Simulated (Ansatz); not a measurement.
A run for Ansatz (an electronic-structure program): R-CCSD(T)/def2-TZVPPD on H3IS (a complex). Elements past Kr take the def2 small-core potentials; no spin–orbit coupling. Files ending in .json are basis or fitting sets from the Basis Set Exchange. The run froze 14 orbitals, filled d shells among them.

Ansatz 0.2 input:
```yaml
crystal:
  periodic: [false, false, false]
  atoms:
    - {symbol: S, position_ang: [-0.09462111, 0.07228081, 0.10211770]}
    - {symbol: H, position_ang: [0.05622807, 1.40178412, 0.21974022]}
    - {symbol: H, position_ang: [-1.39045405, 0.12642748, 0.45124834]}
    - {symbol: I, position_ang: [0.78376875, -0.20147548, 4.10563666]}
    - {symbol: H, position_ang: [0.50605547, -0.17728896, 2.49613585]}
basis:
  gaussian:
    orbitals: def2-TZVPPD.json
magnetization: {spin_polarized: false}
correlation: {method: ccsd_t, electrons: outside_noble_gas}
scf: {lower_state_search: off}
```

Question: What total energy does the run end on?

Answer: -696.3551 hartree (reference determinant -695.9496, T1 diagnostic 0.009).

Question: How many basis functions does it have, and what does it roughly cost on one machine?

Answer: 161 functions; about 30 core-seconds (a rough figure).
